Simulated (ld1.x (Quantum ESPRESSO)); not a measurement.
## Before and after: RRKJ potential for zinc (Zn)

zinc, norm-conserving RRKJ (Kleinman–Bylander form), made with ld1.x (Quantum ESPRESSO) 7.5 (LDA (PZ), non-relativistic). Core [Ar], reference 3d10 4s0.5 4p0 (charge +1.5). Waves: 4s (bound): rc 1.65 bohr; 3d (bound): rc 0.85 bohr; 4p (bound, empty): rc 1.75 bohr. Local part: the p channel. Core correction: none. rho0 = 0.005.

All-electron outer shells of the reference configuration (LDA (PZ), non-relativistic, ld1.x):

| shell | level (eV) | outermost node (bohr) | outermost maximum (bohr) |
| --- | --- | --- | --- |
| 3p | -97.30 | 0.25 | 0.60 |
| 3d | -25.80 | – | 0.56 |
| 4s | -18.39 | 0.86 | 1.96 |
| 4p | -11.75 | 0.92 | 2.40 |

Change: wave 4s (bound): rc 1.65 bohr becomes 4s (bound): rc 2.38 bohr.

Cutoffs: the cutoffs (Ry, on a coarse ladder) from which the occupation-weighted sum of valence levels, in a spherical-Bessel basis at the reference potential, stays within 10 and 1 mRy of its value at 400 Ry; they do not see the model core or the augmentation charge, which bear on the density cutoff. Errors are all-electron minus pseudo energies relative to the spin-unpolarised reference configuration.

Problem. How do hardness, ghosts and transferability respond?

Solution. The bound ghost in s disappears; of the 9 tests that both files solve, the error grows in 0 and shrinks in 3 by more than 15 % and 0.3 meV (median size 2.4 → 1.9 meV). That the errors move this way runs against the usual rule that smaller radii transfer better.

```tsv
quantity	base	changed
cutoff, loose	230 Ry	230 Ry
cutoff, tight	over 300 Ry	over 300 Ry
loose cutoff by channel (10 mRy a level)	s 30 Ry, d 200 Ry	s 15 Ry, d 200 Ry
bound ghosts	s	none
error for 3d10 4s2 4p0, meV [ΔE -18.07 eV]	-4.7	-4.0
error for 3d10 4s1 4p0, meV [ΔE -8.10 eV]	-0.3	-0.5
error for 3d10 4s0 4p0, meV [ΔE 10.29 eV]	+0.6	-0.1
error for 3d10 4s0 4p2, meV [ΔE -7.78 eV]	+0.9	-0.7
error for 3d9 4s2 4p1, meV [ΔE -5.25 eV]	-677	-578
error for 3d10 4s1.5 4p0, meV [ΔE -14.08 eV]	-1.8	-1.9
error for 3d8 4s0 4p0, meV [ΔE 114.02 eV]	-2664	-2757
error for 3d10 4s0.5 4p0 (spin-polarised), meV [ΔE -0.08 eV]	+2.4	+1.0
error for 3d10 4s1 4p0 (spin-polarised), meV [ΔE -8.35 eV]	+6.6	+2.3
```

 A true bound ghost makes a file unfit for plane-wave use even where its test errors are small: the radial tests pick states by their node count and pass the ghost by.
